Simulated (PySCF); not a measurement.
## Computed properties of WOSFCl, SMILES [O]=[W]([F])(=[S])[Cl], multiplicity 1

WOSFCl, SMILES [S]=[W]([Cl])(=[O])[F], multiplicity 1. Coordinates come from a B3LYP-D3(BJ)/def2-SVP optimisation. The spin state was assumed, not searched. The structure was generated by enumeration; whether it is a known compound was not checked. The def2 effective core potentials stand for the cores of W; spin–orbit coupling is left out. Other conformers were not sampled. All values are computed for the isolated molecule unless a solvent is named; none is compared with measurement here.

**Structure.** All 9 harmonic modes at B3LYP-D3(BJ)/def2-SVP (PySCF) are real, so it is a minimum. With heavy atoms numbered as in [W:1](=[O:2])(=[S:3])([F:4])[Cl:5], the shortest bond between them is W1–O2 at 1.700 Å and the longest W1–Cl5 at 2.277 Å.

**Vibrations.** The strongest infrared lines (harmonic, unscaled, degenerate partners summed) lie at 1027 cm⁻¹ (127 km/mol, O 92 %, W 8 %), 704 cm⁻¹ (97 km/mol, F 89 %, W 10 %), 414 cm⁻¹ (48 km/mol, Cl 78 %, W 19 %). The softest mode is at 138 cm⁻¹ and the zero-point energy is 5.3 kcal/mol.

**Electronic structure.** B3LYP/def2-TZVP (PySCF) places the frontier levels at -8.07 and -3.59 eV, a gap of 4.48 eV, and gives a dipole moment of 1.33 D and a mean polarisability of 71.4 bohr³. PBE/def2-TZVP (PySCF) at the same geometry gives -7.06 and -4.07 eV, so its gap is 1.49 eV narrower. An orbital gap is neither the optical nor the fundamental gap.

**Excitations.** TDDFT-CAM-B3LYP/def2-SVPD (PySCF) has S1 at 3.24 eV (383 nm, f = 0.001, dark); the most intense of the 10 singlets computed lies at 5.56 eV (f = 0.03). T1 (TDA) is at 2.86 eV. TDDFT-PBE/def2-SVPD (PySCF) puts S1 at 3.20 eV. No vertical singlet excitation falls in the visible range (under 3.1 eV).
